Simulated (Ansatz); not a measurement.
One change: `[CH3][V](=[NH])([OH])[F]` becomes `[NH]=[V]([OH])([OH])[F]`.

Ansatz, PBE0-D4/def2-TZVP geometries, multiplicity 1. Each molecule was computed in one conformer, which needn't be the lowest.

Scalar relativity is left out up to krypton.

| property | `[CH3][V](=[NH])([OH])[F]` |
| --- | --- |
| LUMO energy (B3LYP/def2-TZVPP) / eV | -2.63 |
| LUMO energy (PBE/def2-TZVPP) / eV | -3.44 |
| size of the dipole moment (PBE/def2-TZVPP) / D | 0.78 |
| LUMO energy (PBE0/def2-TZVPP) / eV | -2.33 |
| HOMO–LUMO gap (B3LYP/def2-TZVPP) / eV | 5.45 |
| HOMO–LUMO gap (ωB97M-V/def2-TZVPP) / eV | 10.74 |

Task: What does the change do to each property? (Best estimate.)

Result: Computed: 
| property | `[NH]=[V]([OH])([OH])[F]` | shift |
| --- | --- | --- |
| LUMO energy (B3LYP/def2-TZVPP) / eV | -2.51 | 0.12 |
| LUMO energy (PBE/def2-TZVPP) / eV | -3.07 | 0.37 |
| size of the dipole moment (PBE/def2-TZVPP) / D | 3.56 | 2.78 |
| LUMO energy (PBE0/def2-TZVPP) / eV | -2.21 | 0.12 |
| HOMO–LUMO gap (B3LYP/def2-TZVPP) / eV | 6.06 | 0.61 |
| HOMO–LUMO gap (ωB97M-V/def2-TZVPP) / eV | 11.27 | 0.53 |

With PBE0 the HOMO falls by 0.49 eV and the LUMO rises by 0.12 eV, so the gap widens by about 0.61 eV. PBE moves the HOMO by -0.38 eV and ωB97M-V by -0.53 eV. The zero-point energy changes by -54.7 kJ/mol with -6 modes. Dipoles are sizes alone; their direction can turn.

B3LYP here is the variant with VWN-RPA as its local correlation; programs differ in this.
